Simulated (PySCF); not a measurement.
Symmetry of computed structures. The calculation used PBE0-D3(BJ)/def2-SVP geometry optimisation, gas phase (PySCF 2.14.0). The symmetry is that of the one conformer found, every atom within 0.08 Å of its image; none is proved a minimum here.

Task: `[S:1]1[S:2][S:3][S:4][S:5][S:6][S:7][S:8]1` with S8–S1–S2–S3 99°, S1–S2–S3–S4 -99°, S2–S3–S4–S5 99°, S3–S4–S5–S6 -99° (cyclooctasulfur): symmetry, top, dipole?

Result: D4d; oblate symmetric top; symmetry number 8; 16 operations, which sort the 8 atoms into 1 set; dipole forbidden by symmetry (computed 0.00 D); heavy atoms equivalent by symmetry: S1/S2/S3/S4/S5/S6/S7/S8.

Task: `[CH3:1][N:2]([CH3:3])[C@H:4]1[CH2:5][CH2:6][NH:7][SiH2:8]1` with C1–N2–C4–C5 61°, N2–C4–C5–C6 164°, C4–C5–C6–N7 -42°, C5–C6–N7–Si8 24°, C6–N7–Si8–C4 -1°: symmetry, top, dipole?

Result: C1; asymmetric top; symmetry number 1; this conformer is chiral (no improper operation); dipole 1.06 D; A, B, C = 2960, 1262, 933.5 MHz.

Task: Point group, rotor type and polarity of `[CH3:1][N:2]([CH3:3])[c:4]1[cH:5][cH:6][c:7]([NH2:8])[cH:9][cH:10]1` with H–C1–N2–C3 -26° (nearest H), H–C3–N2–C1 25° (nearest H)?

Result: Cs; near-prolate asymmetric top; symmetry number 1; 2 operations, which sort the 22 atoms into 13 sets; dipole 0.85 D, in the ac plane, which is the mirror; A, B, C = 3481, 793.0, 652.7 MHz; heavy atoms equivalent by symmetry: C1/C3, C5/C10, C6/C9.

Task: `[CH2:1]=[C:2]([F:3])[CH2:4][F:5]` with C1–C2–C4–F5 0°: symmetry, top, dipole?

Result: Cs; asymmetric top; symmetry number 1; 2 operations, which sort the 9 atoms into 8 sets; dipole 0.45 D, in the ab plane, which is the mirror; A, B, C = 9560, 3828, 2782 MHz.

Task: What symmetry has `[H][V]([H])([Cl])[Cl]` (VH2Cl2) [radical]?

Result: C2v; near-prolate asymmetric top; symmetry number 2; 4 operations, which sort the 5 atoms into 3 sets; dipole 0.62 D; A, B, C = 20252, 1838, 1715 MHz.

Neither the SCF state along the optimisation nor the shape of the open-shell metal species was proved the lowest: other solutions of the same spin, or a structure of lower symmetry, can lie below.
